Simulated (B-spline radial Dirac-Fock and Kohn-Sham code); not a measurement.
Z = 25 (manganese), transition energy 100 keV. Level of theory: a Dirac-Hartree-Slater potential of the neutral atom with a Latter tail (no hole, which puts coefficients of high multipoles low close above an edge), finite nucleus with surface currents; a radial B-spline solver. Subshells that would emit electrons below 1 keV are left out.

Question: A pure transition shows α(K) = 3.91, L1/L2 = 3.90 and L1/L3 = 2.82. What is its multipolarity?
A. M2
B. M3
C. E1
D. M1
E. M4
F. E2
G. E4
H. E3

Answer: H. For comparison, α(K), L1/L2, L1/L3 are E1 0.0352, 43.3, 24.5; E2 0.407, 12.2, 8.08; E4 35.8, 1.64, 1.23; M1 0.0275, 33.4, 71.8; M2 0.286, 16.8, 21.8; M3 2.84, 10.2, 6.96; M4 28.3, 6.96, 3.26.

Values without a named source are computed, but for edge energies of neutral atoms, which are taken from tables.
